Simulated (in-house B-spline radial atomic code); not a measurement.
# RPA and G0W0 on wB97X: Si4+

Configuration [He] 2s2 2p6, mean-field start wB97X. Computed with an all-electron radial atomic-structure program (B-spline basis): all electrons, scalar-relativistic (spin-free one-electron X2C), finite nucleus, each spin shell either full or empty, empty states to l = 9 with an (l + 1/2)⁻⁴ tail; G0W0 by contour deformation at full frequency.

Command:
```bash
python run_gw.py task.json out
```
Settings (radii: box in bohr, nucleus in fm):
```
Z                        14
electrons                10
configuration            [He] 2s2 2p6
hamiltonian              x2c
method                   wb97x
lmax                     9
rms_radius               3.1224
spin_polarised           False
box_radius               11.96
intervals                69
```

Time taken, with all properties: 1.2 s on 1 thread of Intel(R) Xeon(R) Platinum 8488C (Sapphire Rapids) (shared host).

Energies (hartree):

| term | value |
| --- | --- |
| mean-field total | -286.23127 |
| Hartree-Fock functional on these orbitals | -285.77734 |
| direct second order | -0.6553 |
| second-order exchange | 0.23276 |
| SOSEX correction | 0.21746 |

Task: What is the RPA correlation energy, and what remains with SOSEX?

Result: RPA gives -0.59473 hartree (-1.62 eV per electron); RPA + SOSEX gives -0.37727, and the second-order doubles -0.42254 hartree (no singles). SOSEX takes back 37 % of the RPA value.

Quasi-particle levels (eV):

```csv
level,occupied,mean field,Σx - vxc,Σc,QP weight,G0W0
2p,yes,-155.48,-13.10,?,?,?
2s,yes,-200.83,-19.58,4.63,0.959,-215.78
1s,yes,-1859.17,-72.24,26.59,0.872,-1904.82
3s,no,-44.85,0.21,-0.48,0.997,-45.12
```

G0W0 = mean field + (Σx - vxc) + Σc, with Σc (partial-wave tail included) taken at the quasi-particle energy.

Task: Where does G0W0 put 2p?

Result: At -166.78 eV, with Σc = 1.80 eV and a quasi-particle weight of 0.972. The tabulated removal energy is 166.767 ± 0.003 eV (NIST, measured); the calculation leaves out spin-orbit coupling, Breit and QED terms, and what these don't explain is the method's own error.
